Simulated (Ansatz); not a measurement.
Z-matrix (Å, degrees):
```
C
C 1 1.526
H 1 1.094 2 111.7
H 1 1.095 2 112.2 3 120.3
H 1 1.095 2 111.9 3 -119.8
Sn 2 2.205 1 111.6 3 60.0
H 2 1.095 1 110.7 3 -60.2
H 2 1.094 1 110.5 3 -178.6
N 6 2.015 2 92.6 1 -76.9
H 9 1.009 6 124.9 2 -2.0
H 9 1.008 6 123.9 2 177.1
```

Charge 0, multiplicity 1. Sn takes the def2 core potential.

Question: List the PBE/def2-TZVPP orbital energies in eV (Ansatz). (Best estimate.)

Answer: Ansatz gave: Occupied: -379.94, -268.59, -268.31, -132.31, -88.42, -88.18, -88.07, -24.88, -24.73, -24.64, -24.61, -24.45, -20.24, -18.27, -14.64, -11.63, -11.41, -10.45, -9.72, -8.75, -8.10, -7.17, -6.02, -4.95. Lowest empty: -2.39, -0.52, 0.24, 1.00, 1.62, 1.84, 1.85, 2.46.
